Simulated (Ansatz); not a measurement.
The cluster AgTe₂. Charge 0, multiplicity 2. Geometry relaxed at PBE0-D4/def2-TZVP.

```xyz
3

Ag   -1.509    0.380   -0.195
Te    0.659   -1.090   -0.920
Te    0.850    0.710    1.115
```

In the def2 sets Ag, Te take a core potential; there is no spin–orbit coupling. The relaxation made no stability test and no search for a lower SCF solution. The structure comes from a short search, and lower isomers may exist.

(1) Estimate the harmonic wavenumbers at UKS PBE0-D4/def2-TZVP (Ansatz, unscaled). Is this a minimum?

Results:

(1) 87, 142, 219 cm⁻¹. Yes, no mode is imaginary beyond noise. Zero-point energy 2.7 kJ/mol. Hardware: 4 threads of Arm Neoverse V2 on a shared host. Wall time 40 s, peak host memory 0.6 GiB.
